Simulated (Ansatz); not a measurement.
Wavefunction ladder for `B[SiH](Br)C=O`

```xyz
9

B     1.005    0.965   -1.000
Si    0.415   -0.339    0.399
Br    1.040   -2.446    0.022
C    -1.521   -0.345    0.524
O    -2.115    0.663    0.790
H     1.755    0.667   -1.878
H     0.574    2.077   -0.948
H     0.914    0.060    1.742
H    -2.066   -1.302    0.348
```

Charge 0, multiplicity 1. Correlated methods include outer-core shells of Br, which these sets cover unevenly. Scalar relativity is left out up to krypton. All single points use the PBE0-D4/def2-TZVP geometry. It is one conformer, not always the lowest. Frozen core, restricted reference, Ansatz 0.2.0.

| basis | HF (Eh) | MP2 corr. | CCSD corr. | (T) | CCSD(T) total |
| --- | --- | --- | --- | --- | --- |
| def2-SVP | -3000.56876 | -0.70781 | -0.75034 | -0.02178 | -3001.34088 |
| def2-TZVPP | -3001.15434 | -0.86929 | -0.90880 | -0.03647 | -3002.09961 |
| def2-QZVPP | -3001.21882 | -1.23174 | – | – | – |
